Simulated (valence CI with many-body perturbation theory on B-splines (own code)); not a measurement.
**Forbidden lines of Sr V**

Calculated by configuration interaction combined with many-body perturbation theory (CI+MBPT): six valence electrons over a frozen Dirac-Fock core [Ar] 3d10, radial functions for each j: 9 s, 9 p, 8 d, 6 f, 3 g, 1 h, with the one-electron correlation potential Σ1, the two-electron term Σ2, the three-electron term Σ3, Breit, model QED; selected CI, second order for the rest, scaled by the run's own slope (own B-spline code, finite nucleus).

Against 33 measured levels this calculation errs by 296 cm⁻¹ on average and by 563 at most. Among the levels kept, up to 1200 cm⁻¹ of a level comes from second order outside the variational space, and about a tenth of that is noise between levels of different J, which matters for small intervals.

Lines 1 to 45 of 45 in falling wavelength, among levels below 31.401 eV, chosen from the decays that carry over 1 % of a level's rate. Wavelengths and rates use the calculated energies, so an error of 300 cm⁻¹ moves a line at 1586 nm by 4.8 % and its rate by three times that or more. Electric multipoles are in the length gauge, E1 and E2 with the static RPA response of the core. Weak lines are less certain than strong ones. Lines between different terms over intervals too small for the method are left out, as are lines whose strength nearly cancels and 1 of this kind that miss the measured wavelength by over 7 %. The highest levels of a list are the least certain. Branching is blank where the lifetime is uncertain.

Letters in brackets count levels of one name in rising energy.

```csv
λ vac (nm),λ from measured levels,Upper,Lower,Type,A (s⁻¹),Branch %
6183,6205,4s2 4p3 4d 3G°_5,4s2 4p3 4d 3G°_4,M1,7.14e-02,
4023,4039,4s2 4p3 4d 3F°_4 [a],4s2 4p3 4d 3F°_3 [a],M1,2.80e-01,1.3
1586,1631,4s2 4p3 4d 3G°_4,4s2 4p3 4d 3F°_4 [a],M1,4.06e-01,
1263,1292,4s2 4p3 4d 3G°_5,4s2 4p3 4d 3F°_4 [a],M1,9.37e-01,
1209,1204,4s2 4p4 3P_1,4s2 4p4 3P_2,M1,1.20e+01,100.0
1145,1147,4s2 4p4 3P_0,4s2 4p4 3P_2,E2,1.25e-02,72.4
1140,1144,4s2 4p3 4d 3F°_4 [a],4s2 4p3 4d 3D°_3 [a],M1,1.23e+00,5.8
826.6,833.2,4s2 4p4 1D_2,4s2 4p4 3P_1,M1,1.52e+00,6.9
788.4,805.5,4s2 4p3 4d 1G°_4,4s2 4p3 4d 3F°_3 [a],M1,3.87e-01,
663.2,672.5,4s2 4p3 4d 3G°_4,4s2 4p3 4d 3D°_3 [a],M1,1.10e-01,
610.1,607.9,4s2 4p3 4d 3F°_4 [b],4s2 4p3 4d 1G°_4,M1,8.50e+00,4.6
535.7,536.3,4s2 4p3 4d 3F°_4 [b],4s2 4p3 4d 3G°_5,M1,1.19e+01,6.5
493.0,493.6,4s2 4p3 4d 3F°_4 [b],4s2 4p3 4d 3G°_4,M1,1.53e+01,8.3
490.9,492.4,4s2 4p4 1D_2,4s2 4p4 3P_2,M1,2.04e+01,92.5
453.0,456.0,4s2 4p3 4d 3F°_4 [a],4s2 4p3 4d 5D°_4,M1,6.34e+00,29.9
419.5,421.2,4s2 4p4 1S_0,4s2 4p4 1D_2,E2,5.92e+00,2.6
376.1,378.9,4s2 4p3 4d 3F°_4 [b],4s2 4p3 4d 3F°_4 [a],M1,8.81e+00,4.8
352.4,356.4,4s2 4p3 4d 3G°_4,4s2 4p3 4d 5D°_4,M1,4.82e+00,
346.2,349.9,4s2 4p3 4d 3G°_4,4s2 4p3 4d 5D°_3,M1,7.28e-01,
343.9,346.4,4s2 4p3 4d 3F°_4 [b],4s2 4p3 4d 3F°_3 [a],M1,2.70e+00,1.5
333.4,337.0,4s2 4p3 4d 3G°_5,4s2 4p3 4d 5D°_4,M1,7.23e-01,
333.4,337.0,4s2 4p3 4d 3G°_5,4s2 4p3 4d 5D°_4,E2,7.19e-02,
309.9,313.8,4s2 4p3 4d 1G°_4,4s2 4p3 4d 5D°_4,M1,4.78e+00,
305.1,308.8,4s2 4p3 4d 1G°_4,4s2 4p3 4d 5D°_3,M1,1.44e+00,
282.8,284.7,4s2 4p3 4d 3F°_4 [b],4s2 4p3 4d 3D°_3 [a],M1,9.84e+00,5.4
278.3,279.8,4s2 4p4 1S_0,4s2 4p4 3P_1,M1,2.16e+02,96.6
205.5,204.6,4s2 4p3 4d 5D°_4,4s 4p5 3P°_2,E2,1.25e-01,
205.5,207.0,4s2 4p3 4d 3F°_4 [b],4s2 4p3 4d 5D°_4,M1,5.13e+01,27.9
203.4,204.8,4s2 4p3 4d 3F°_4 [b],4s2 4p3 4d 5D°_3,M1,9.36e+00,5.1
141.4,141.2,4s2 4p3 4d 3F°_4 [a],4s 4p5 3P°_2,E2,2.28e+00,10.8
129.8,130.0,4s2 4p3 4d 3G°_4,4s 4p5 3P°_2,E2,1.42e+00,
123.6,123.8,4s2 4p3 4d 1G°_4,4s 4p5 3P°_2,E2,1.57e+00,
102.8,102.9,4s2 4p3 4d 3F°_4 [b],4s 4p5 3P°_2,E2,6.07e+01,33.0
49.42,49.28,4s2 4p3 4d 5D°_4,4s2 4p4 3P_2,M2,6.69e+00,
49.01,48.89,4s2 4p3 4d 3F°_4 [a],4s2 4p4 1D_2,M2,1.04e+01,49.0
47.54,47.47,4s2 4p3 4d 3G°_4,4s2 4p4 1D_2,M2,3.84e-01,
47.17,47.11,4s2 4p3 4d 3G°_5,4s2 4p4 1D_2,E3,2.53e-02,
46.67,46.63,4s2 4p3 4d 1G°_4,4s2 4p4 1D_2,M2,2.64e+00,
46.67,46.63,4s2 4p3 4d 1G°_4,4s2 4p4 1D_2,E3,5.90e-01,
44.95,44.91,4s2 4p3 4d 3G°_4,4s2 4p4 3P_1,E3,2.87e-01,
44.56,44.48,4s2 4p3 4d 3F°_4 [a],4s2 4p4 3P_2,E3,3.77e-01,1.8
43.34,43.29,4s2 4p3 4d 3G°_4,4s2 4p4 3P_2,M2,2.50e-01,
43.34,43.29,4s2 4p3 4d 3G°_4,4s2 4p4 3P_2,E3,1.69e-01,
43.04,42.99,4s2 4p3 4d 3G°_5,4s2 4p4 3P_2,E3,6.30e-01,
42.62,42.59,4s2 4p3 4d 1G°_4,4s2 4p4 3P_2,M2,6.79e-01,
```
